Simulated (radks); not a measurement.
Tm XV, 55 electrons, occupied as [Kr] 4d10 4f9.

Calculated with a radial shooting solver on a logarithmic mesh with Libxc functionals: Dirac Kohn-Sham, BLYP, spin-unpolarised, spherical densities, point nucleus; open shells are shared between the two j in proportion to 2j + 1.

Energy parts (hartree):
part                       energy
total                 -13517.8273
kinetic                14976.5353
electron-nucleus      -32906.7595
Hartree                 4689.7262
exchange-correlation    -277.3293

Orbitals (lengths in bohr, moments of r in powers of bohr; <r^-3> diverges for s and p1/2):
| orbital | occ. | eigenvalue (hartree) | <1/r> | <r^-3> | small-component weight |
|---|---|---|---|---|---|
| 1s1/2 | 2 | -2187.517 | 79.12 | - | 6.69e-02 |
| 2s1/2 | 2 | -377.8759 | 19.06 | - | 1.50e-02 |
| 2p1/2 | 2 | -360.6883 | 19.03 | - | 1.50e-02 |
| 2p3/2 | 4 | -324.6425 | 16.42 | 12820 | 1.38e-02 |
| 3s1/2 | 2 | -93.28774 | 6.983 | - | 4.85e-03 |
| 3p1/2 | 2 | -85.72760 | 6.899 | - | 4.79e-03 |
| 3p3/2 | 4 | -78.11169 | 6.230 | 2817 | 4.43e-03 |
| 3d3/2 | 4 | -65.21855 | 6.117 | 480.9 | 4.31e-03 |
| 3d5/2 | 6 | -63.55375 | 5.955 | 418.6 | 4.21e-03 |
| 4s1/2 | 2 | -26.80960 | 2.948 | - | 1.59e-03 |
| 4p1/2 | 2 | -23.75357 | 2.844 | - | 1.51e-03 |
| 4p3/2 | 4 | -21.98746 | 2.618 | 655.6 | 1.38e-03 |
| 4d3/2 | 4 | -16.93450 | 2.419 | 98.34 | 1.22e-03 |
| 4d5/2 | 6 | -16.60321 | 2.365 | 84.36 | 1.18e-03 |
| 4f5/2 | 3.85714 | -10.33104 | 2.007 | 15.96 | 8.79e-04 |
| 4f7/2 | 5.14286 | -10.26946 | 1.989 | 15.42 | 8.68e-04 |

The highest occupied level is 4f7/2 at -279.45 eV. The density falls to 0.001 e/bohr^3 at r = 1.85 bohr. For comparison, the ionisation energy in NIST's Atomic Spectra Database is 317 eV (theoretical). In exact Kohn-Sham theory the highest level is minus the ionisation energy, but local and semilocal functionals leave it too shallow, through self-interaction and a potential that decays too fast; potentials with the right tail come closer.

Beside tabulated values, note that spin-unpolarised runs miss the spin-polarisation part of the exchange energy of open shells.
